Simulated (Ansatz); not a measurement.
A single point on C2H5ClSSi, SMILES `C=C(Cl)S[SiH3]`.

```yaml
crystal:
  periodic: [false, false, false]
  atoms:
    - {symbol: C, position_ang: [-1.141578, 1.653803, 0.971456]}
    - {symbol: C, position_ang: [-0.164861, 1.003425, 0.354530]}
    - {symbol: Cl, position_ang: [1.436514, 0.989559, 1.018682]}
    - {symbol: S, position_ang: [-0.399195, 0.201274, -1.192267]}
    - {symbol: Si, position_ang: [0.701008, -1.623022, -0.914341]}
    - {symbol: H, position_ang: [-0.954760, 2.215118, 1.877220]}
    - {symbol: H, position_ang: [-2.143982, 1.635104, 0.564105]}
    - {symbol: H, position_ang: [0.256654, -2.445956, -2.066087]}
    - {symbol: H, position_ang: [0.327235, -2.264654, 0.369035]}
    - {symbol: H, position_ang: [2.166165, -1.415755, -0.979433]}
basis:
  gaussian: {orbitals: def2-QZVPP}
correlation: {method: mp2}
```

```sh
$ ansatz run in.yaml --threads 4 --pin off --events-out ev --progress --plain --max-ram 10444MiB
```

Shortened log:

```
Functional definition: HF
2810 factors; integrals over basis functions are off by at most 8.5e-4 eV
mean field evaluation 1: about -33322.2949 eV, gradient 3.1e1 eV
mean field evaluation 2: about -33322.5344 eV, gradient 3.1e1 eV
mean field evaluation 4: about -33325.6239 eV, gradient 4.1e0 eV
mean field evaluation 8: about -33325.7211 eV, gradient 5.6e-1 eV
mean field evaluation 16: about -33325.7233 eV, gradient 2.2e-6 eV
mean field -33325.72325438 eV, -1224.6977406120 hartree, gradient 2.2e-6 eV, S^2 0.000000; 0 other end points of the search recorded, 0 dependent functions left out; unrestricted orbitals would lower it
17 core orbitals not correlated: weight in the atoms' cores, before any rotation towards them, 1.000 or more for the frozen orbitals, at most 0.000 for the correlated occupied ones
reference -33325.72325438 eV, -1224.6977406120 hartree; 15, 15 occupied and 442, 442 virtual orbitals, 2810 factors
second order -23.95594450 eV of doubles, -0.00000000 eV of singles
Total energy: -33349.67919889 eV, -1225.5781053346 hartree
```

It took 25 s on 4 threads of an Arm Neoverse V1 on a shared host, with 2.8 GiB of host memory at the peak.
